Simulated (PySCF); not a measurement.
# UHF on Se⁺ (selenium, charge +1)

Configuration: [Ar] 3d10 4s2 4p3, high-spin 4S determinant. Computed with PySCF 2.14 in jorge-DZP-DKH, with scalar relativity by spin-free X2C-1e.

```
Total energy                        : -2427.622540 hartree
One-electron energy                 : -3366.5470 hartree
Hartree (Coulomb) energy            : 1025.6147 hartree
Exchange energy                     : -86.6903 hartree
⟨S²⟩                                : 3.7502
⟨L²⟩                                : 0.000
Sum of ⟨r⟩                          : 22.40 bohr
Sum of ⟨r²⟩                         : 31.60 bohr²
Langevin diamagnetic susceptibility : -25.0 ×10⁻⁶ cm³/mol
Time after the integrals            : 0.19 s of wall time on 1 thread of Neoverse-N1 (shared host)
```

| shell | electrons | mean orbital energy (hartree) | rms radius, mean of both spins (bohr) |
| --- | --- | --- | --- |
| 1s α | 1 | -468.45784 | 0.0508 |
| 1s β | 1 | -468.44508 | 0.0508 |
| 2s α | 1 | -62.70360 | 0.212 |
| 2s β | 1 | -62.69800 | 0.212 |
| 2p α | 3 | -55.03550 | 0.189 |
| 2p β | 3 | -55.02204 | 0.189 |
| 3s α | 1 | -9.60355 | 0.613 |
| 3s β | 1 | -9.57981 | 0.613 |
| 3p α | 3 | -7.11661 | 0.636 |
| 3p β | 3 | -7.08444 | 0.636 |
| 3d α | 5 | -2.97660 | 0.692 |
| 3d β | 5 | -2.95990 | 0.692 |
| 4s α | 1 | -1.34739 | 1.91 |
| 4s β | 1 | -1.04404 | 1.91 |
| 4p α | 3 | -0.78692 | 2.31 |

Densities and radii are taken from the X2C orbitals without a picture-change correction, which distorts them close to the nucleus.
